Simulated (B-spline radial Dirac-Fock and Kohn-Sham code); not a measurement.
# Dipole and non-dipole photoemission parameters of Mn²⁺ 3p1/2

System: manganese as Mn²⁺ in the configuration [Ar] 3d5; threshold 80.55 eV (orbital energy of the model). Level of theory: Dirac-Hartree-Slater photoionisation with a Latter tail; cross sections with all multipoles, angular parameters from the dipole term and its interference with E2; a radial B-spline solver.

```csv
hν (eV),σ (kb),β,γ,δ
100,256,-0.196,0.017,0.055
146,336,0.972,0.143,0.008
183,310,1.278,0.081,0.000
400,118,1.611,-0.013,0.002
597,55.7,1.619,0.063,0.005
610,53.3,1.617,0.069,0.005
621,51.4,1.616,0.074,0.006
674,43.3,1.609,0.100,0.006
722,37.3,1.601,0.122,0.007
750,34.4,1.596,0.136,0.008
1000,17.8,1.546,0.250,0.012
1400,7.71,1.463,0.407,0.020
1580,5.64,1.427,0.467,0.024
2000,2.99,1.349,0.588,0.034
2460,1.68,1.273,0.695,0.046
2950,0.997,1.202,0.790,0.058
2984.4,0.963,1.197,0.796,0.059
3070,0.887,1.185,0.811,0.061
3490,0.606,1.132,0.879,0.072
3980,0.407,1.076,0.948,0.084
4190,0.348,1.054,0.974,0.089
4860,0.219,0.989,1.050,0.106
5410,0.156,0.941,1.101,0.120
8047.8,0.0428,0.765,1.279,0.182
8450,?,?,?,?
12000,0.0110,0.600,1.444,0.264
13700,0.00696,0.549,1.500,0.295
13800,0.00679,0.547,1.503,0.297
15000,0.00507,0.516,1.538,0.319
```

Task: Give the values at 8450 eV.

Result: σ = 0.0363 kb, β = 0.744, γ = 1.300, δ = 0.191.

Values without a named source are computed, but for edge energies of neutral atoms, which are taken from tables.
